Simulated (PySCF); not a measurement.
Coordinates in bohr (charge 0 multiplicity 5):
```
Rh    0.0000    0.0000    0.0000
F     3.5700    0.0000    0.0000
F    -1.7850    3.0917    0.0000
F    -1.7850   -3.0917    0.0000
```

Level of theory: UPBE0/[Rh def2-SVP with ECP28, F def2-SVP], scalar-relativistic core potentials, density fitting, no spin–orbit coupling, PySCF.

This geometry of RhF3 is a stationary point at this level.

(1) What is the point group?

(2) Is it a minimum?

(3) List the harmonic modes with their infrared intensities.

(4) What are the dipole moment and the gap between the highest occupied and lowest empty levels of either spin?

Results:

(1) D3h.

(2) Yes: all harmonic wavenumbers are real.

(3) 
| symmetry | ω (cm⁻¹) | IR (km/mol, summed over degenerate members) |
| --- | --- | --- |
| e' | 68 | 22.1 |
| a2'' | 99 | 25.8 |
| a1' | 614 | 0.0 |
| e' | 630 | 179 |

(4) 0.00 D and 3.64 eV.

This need not be the most stable arrangement of these atoms. Open d and f shells are described by one determinant, and the ground state may have another occupation or spin. At this level a triplet minimum of C2v symmetry lies 46 kJ/mol below this structure.
